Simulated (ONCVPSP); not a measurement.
**Reading a pseudo-wave (Si (Z = 14))**

Columns: radius, all-electron u(r) and pseudo u(r) of the 2p shell (level -95.56 eV) of silicon in the configuration [He] 2s2 2p6 3s2 3p2; PBE, scalar-relativistic, ONCV scheme, ONCVPSP 4.0.1.

```tsv
r (bohr)	all-electron	pseudo
0.045	0.1305	0.0530
0.090	0.3853	0.2003
0.135	0.6530	0.4179
0.180	0.8845	0.6695
0.225	1.0642	0.9174
0.270	1.1905	1.1292
0.315	1.2683	1.2836
0.360	1.3049	1.3724
0.405	1.3085	1.3994
0.450	1.2871	1.3770
0.495	1.2472	1.3208
0.540	1.1941	1.2458
0.585	1.1324	1.1636
0.630	1.0655	1.0814
0.675	0.9960	1.0025
0.720	0.9259	0.9278
0.765	0.8567	0.8570
0.810	0.7895	0.7894
0.855	0.7251	0.7250
0.900	0.6639	0.6638
0.945	0.6063	0.6062
0.990	0.5524	0.5523
1.035	0.5023	0.5022
1.080	0.4558	0.4557
1.125	0.4130	0.4129
1.170	0.3736	0.3736
```

Task: How many radial nodes do the two functions have?

Result: The all-electron 2p function has n − l − 1 = 0; the pseudo-wave has 0.

Task: At about which radius was the pseudo-wave matched?

Result: 0.85 bohr. The columns agree to 0.0005 from 0.77 bohr on; several derivatives are matched, so the curves merge somewhat inside the radius.

Task: Is the pseudo-wave norm-conserving?

Result: Yes: the ONCV scheme keeps the norm inside the radius equal to the all-electron one, which fixes the energy derivative of the logarithmic derivative at the level.
